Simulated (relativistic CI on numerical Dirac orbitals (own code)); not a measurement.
**Energy levels of Pd⁶⁺**

Computed by Dirac-Coulomb-Breit CI, orbitals from a KLI potential per configuration, model QED, unscaled Slater integrals (own radial code, finite nucleus).

CI space (outside the closed core [Ar] 3d10): 4s²4p⁶4d⁴, 4s²4p⁶4d³5s, 4s²4p⁶4d³4f, 4s²4p⁵4d⁵, 4s²4p⁶4d³5p, 4s²4p⁶4d³5d, 4s4p⁶4d⁵, 4s²4p⁶4d³6s, 4s²4p⁶4d³6p, 4s²4p⁵4d⁴4f, 4s²4p⁶4d²5s5p, 4s²4p⁶4d³5f, 4s²4p⁶4d³6d, 4s²4p⁶4d³5g, 4s²4p⁶4d³7s, 4s²4p⁶4d³7p, 4s²4p⁶4d³6f, 4s²4p⁶4d²4f5s, 4s²4p⁵4d⁴5s, 4s4p⁶4d⁴4f, 4s²4p⁵4d⁴5d, 4s²4p⁵4d⁴6s, 4s²4p⁶4d²4f², 4s²4p⁶4d4f²5s, 4s²4p⁶4d4f³, 4s²4p⁶4d4f²5p, 4s²4p⁶4d4f²5d, 4s²4p⁶4d²5s², 4s²4p⁶4d4f5s², 4s²4p⁶4d5s²5p, 4s²4p⁶4d5s²5d, 4s²4p⁶4d²5p², 4s²4p⁶4d5s5p², 4s²4p⁶4d4f5p², 4s²4p⁶4d5p³, 4s²4p⁶4d5p²5d, 4p⁶4d⁶, 4p⁵4d⁷. Double excitations out of closed p, d and f shells are left out; levels of such configurations are missing from the list, as are those of other unlisted configurations, and high levels can miss mixing partners. These lack a partner that the ground configuration has and come out too high: 4s²4p⁶4d³6s, 4s²4p⁶4d³6p, 4s²4p⁵4d⁴4f, 4s²4p⁶4d³5f, 4s²4p⁶4d³6d.

The lowest level is 4s²4p⁶4d⁴ ⁵D0, with 94 % of that term; Hund's rules for 4s²4p⁶4d⁴ give ⁵D with J = 0, in agreement.

| No. | Configuration | Term | J | E (cm⁻¹) | % | Landé g | Lifetime (s) | jj configuration (%) |
| --- | --- | --- | --- | --- | --- | --- | --- | --- |
| 1 | 4s²4p⁶4d⁴ | ⁵D | 0 | 0.0 | 94 |  |  | 4d3/2^2 4d5/2^2 (57) |
| 2 | 4s²4p⁶4d⁴ | ⁵D | 1 | 852.2 | 96 | 1.500 | 3.09e+01 | 4d3/2^3 4d5/2 (62) |
| 3 | 4s²4p⁶4d⁴ | ⁵D | 2 | 2215.0 | 97 | 1.498 | 7.13e+00 | 4d3/2^2 4d5/2^2 (66) |
| 4 | 4s²4p⁶4d⁴ | ⁵D | 3 | 3862.6 | 97 | 1.496 | 4.91e+00 | 4d3/2^2 4d5/2^2 (49) |
| 5 | 4s²4p⁶4d⁴ | ⁵D | 4 | 5685.6 | 95 | 1.494 | 6.21e+00 | 4d3/2 4d5/2^3 (39) |
| 6 | 4s²4p⁶4d⁴ | ³H | 4 | 23618.4 | 77 | 0.860 | 9.07e-01 | 4d3/2^3 4d5/2 (59) |
| 7 | 4s²4p⁶4d⁴ | ³P | 0 | 23755.9 | 87 |  | 3.87e-02 | 4d3/2^4 (54) |
| 8 | 4s²4p⁶4d⁴ | ³H | 5 | 25608.1 | 87 | 1.051 | 4.81e+00 | 4d3/2^2 4d5/2^2 (89) |
| 9 | 4s²4p⁶4d⁴ | ³H | 6 | 27140.4 | 92 | 1.157 | 1.46e+01 | 4d3/2^2 4d5/2^2 (63) |
| 10 | 4s²4p⁶4d⁴ | ³G | 3 | 27615.0 | 54 | 0.900 | 1.48e-01 | 4d3/2^2 4d5/2^2 (58) |
| 11 | 4s²4p⁶4d⁴ | ³P | 1 | 27857.3 | 93 | 1.469 | 4.82e-02 | 4d3/2^2 4d5/2^2 (42) |
| 12 | 4s²4p⁶4d⁴ | ³F | 2 | 28808.5 | 94 | 0.684 | 1.41e-01 | 4d3/2^2 4d5/2^2 (52) |
| 13 | 4s²4p⁶4d⁴ | ³F | 4 | 29208.7 | 54 | 1.126 | 9.00e-02 | 4d3/2^2 4d5/2^2 (40) |
| 14 | 4s²4p⁶4d⁴ | ³F | 3 | 32324.4 | 55 | 0.941 | 1.25e-01 | 4d3/2 4d5/2^3 (67) |
| 15 | 4s²4p⁶4d⁴ | ³G | 4 | 32449.5 | 56 | 1.096 | 2.05e-01 | 4d3/2^2 4d5/2^2 (74) |
| 16 | 4s²4p⁶4d⁴ | ³P | 2 | 32730.5 | 81 | 1.443 | 1.08e-01 | 4d3/2^2 4d5/2^2 (52) |
| 17 | 4s²4p⁶4d⁴ | ³G | 5 | 33728.6 | 87 | 1.181 | 3.42e-01 | 4d3/2 4d5/2^3 (89) |
| 18 | 4s²4p⁶4d⁴ | ³D | 3 | 37643.3 | 94 | 1.322 | 1.01e-01 | 4d3/2 4d5/2^3 (41) |
| 19 | 4s²4p⁶4d⁴ | ¹I | 6 | 38380.1 | 92 | 1.009 | 2.09e-01 | 4d3/2 4d5/2^3 (63) |
| 20 | 4s²4p⁶4d⁴ | ³D | 2 | 38786.3 | 74 | 1.197 | 7.20e-02 | 4d3/2 4d5/2^3 (30) |
| 21 | 4s²4p⁶4d⁴ | ³D | 1 | 39286.9 | 94 | 0.534 | 7.14e-02 | 4d3/2 4d5/2^3 (61) |
| 22 | 4s²4p⁶4d⁴ | ¹G | 4 | 41888.8 | 77 | 1.024 | 5.93e-02 | 4d5/2^4 (47) |
| 23 | 4s²4p⁶4d⁴ | ¹S | 0 | 45585.8 | 89 |  | 4.46e-02 | 4d3/2 4d5/2^3 (65) |
| 24 | 4s²4p⁶4d⁴ | ¹D | 2 | 50095.4 | 84 | 1.018 | 5.02e-02 | 4d3/2^2 4d5/2^2 (42) |
| 25 | 4s²4p⁶4d⁴ | ¹F | 3 | 53401.4 | 89 | 1.010 | 8.26e-02 | 4d3/2 4d5/2^3 (57) |
| 26 | 4s²4p⁶4d⁴ | ³P | 2 | 62149.1 | 93 | 1.472 | 4.81e-02 | 4d3/2^2 4d5/2^2 (54) |
| 27 | 4s²4p⁶4d⁴ | ³F | 4 | 63516.6 | 94 | 1.240 | 3.10e-02 | 4d3/2^2 4d5/2^2 (72) |
| 28 | 4s²4p⁶4d⁴ | ³F | 2 | 63908.8 | 94 | 0.687 | 2.98e-02 | 4d3/2^2 4d5/2^2 (54) |
| 29 | 4s²4p⁶4d⁴ | ³F | 3 | 64574.1 | 91 | 1.079 | 4.08e-02 | 4d3/2 4d5/2^3 (84) |
| 30 | 4s²4p⁶4d⁴ | ³P | 1 | 65840.9 | 97 | 1.498 | 3.55e-02 | 4d3/2 4d5/2^3 (85) |
| 31 | 4s²4p⁶4d⁴ | ³P | 0 | 67765.8 | 96 |  | 4.23e-02 | 4d5/2^4 (56) |
| 32 | 4s²4p⁶4d⁴ | ¹G | 4 | 72211.0 | 94 | 1.008 | 3.09e-02 | 4d3/2 4d5/2^3 (67) |
| 33 | 4s²4p⁶4d⁴ | ¹D | 2 | 93134.8 | 97 | 1.000 | 1.17e-02 | 4d3/2^2 4d5/2^2 (56) |
| 34 | 4s²4p⁶4d⁴ | ¹S | 0 | 122702.0 | 97 |  | 6.24e-03 | 4d3/2^2 4d5/2^2 (62) |
| 35 | 4s²4p⁶4d³5s | ⁵F | 1 | 239236.9 | 97 | 0.009 | 1.11e-05 | 4d3/2^3 5s (46) |
| 36 | 4s²4p⁶4d³5s | ⁵F | 2 | 240472.5 | 97 | 1.000 | 1.09e-05 | 4d3/2^2 4d5/2 5s (58) |
| 37 | 4s²4p⁶4d³5s | ⁵F | 3 | 242309.9 | 98 | 1.248 | 1.07e-05 | 4d3/2^2 4d5/2 5s (67) |
| 38 | 4s²4p⁶4d³5s | ⁵F | 4 | 244572.5 | 98 | 1.347 | 1.06e-05 | 4d3/2 4d5/2^2 5s (69) |
| 39 | 4s²4p⁶4d³5s | ⁵F | 5 | 247070.2 | 97 | 1.394 | 1.04e-05 | 4d3/2 4d5/2^2 5s (50) |
| 40 | 4s²4p⁶4d³5s | ³F | 2 | 253182.7 | 95 | 0.685 | 4.83e-06 | 4d3/2^2 4d5/2 5s (52) |
| 41 | 4s²4p⁶4d³5s | ³F | 3 | 256251.8 | 94 | 1.075 | 4.86e-06 | 4d3/2^2 4d5/2 5s (51) |
| 42 | 4s²4p⁶4d³5s | ⁵P | 1 | 257671.9 | 92 | 2.427 | 7.85e-06 | 4d3/2^2 4d5/2 5s (72) |
| 43 | 4s²4p⁶4d³5s | ⁵P | 2 | 257976.8 | 86 | 1.775 | 7.70e-06 | 4d3/2^2 4d5/2 5s (61) |
| 44 | 4s²4p⁶4d³5s | ³F | 4 | 259424.2 | 89 | 1.225 | 4.86e-06 | 4d3/2 4d5/2^2 5s (53) |
| 45 | 4s²4p⁶4d³5s | ⁵P | 3 | 261004.4 | 98 | 1.662 | 7.70e-06 | 4d3/2 4d5/2^2 5s (64) |

Energies count from the lowest computed level; lifetimes are radiative, by E1, M1, E2 decay to levels of this space only. Filled j subshells are mostly left out of the jj labels.

The mean weight of the leading LS term, summed over parents, in these 45 levels is 89 %, and that of the leading jj configuration (from the same eigenvectors) 59 %, so LS coupling describes them better.

At this charge configurations can still be misplaced by up to about 7 % of their energy. Terms inside the open d or f shell come out 10 to 20 % too wide with unscaled integrals.

Landé's interval rule says that E(J) − E(J−1) = AJ with one A. For the ground term the intervals give A = 852.2, 681.4, 549.2, 455.8 cm⁻¹ for J = 1, 2, 3, 4; the multiplet is regular.

LS names give the leading component of a level, which can be under half, so a name can repeat, a term be missing and a line seem to break the LS rules.
